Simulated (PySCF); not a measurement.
**Ir²⁺: excitation energy**

Ir²⁺ [Xe] 4f14 5d7 (4F) → Ir²⁺ [Xe] 4f14 5d6 6s1 (6D), as a difference of total energies. Calculation: PySCF 2.14, in ANO-RCC-VTZP (8s7p5d3f1g, 84 functions); scalar relativity by spin-free X2C-1e. Correlated levels: valence: [Xe] 4f14 frozen. The calculations carry no spin-orbit coupling.

| method | excitation energy (eV) |
| --- | --- |
| UHF | 1.424 |
| MP2 (valence) | 1.861 |
| SCS-MP2 (valence) | 2.358 |
| CCSD (valence) | 1.876 |
| CCSD(T) (valence) | 1.907 |

Problem. How much does correlation contribute at CCSD(T) (valence)?

Solution. 1.907 − (1.424) = 0.483 eV, measured against UHF.

A first-order spin-orbit estimate (lowest level to lowest level, LS coupling) adds 0.237 eV.

The basis was made for the ground configuration and has no added diffuse functions, so the excitation energy can come out too high.
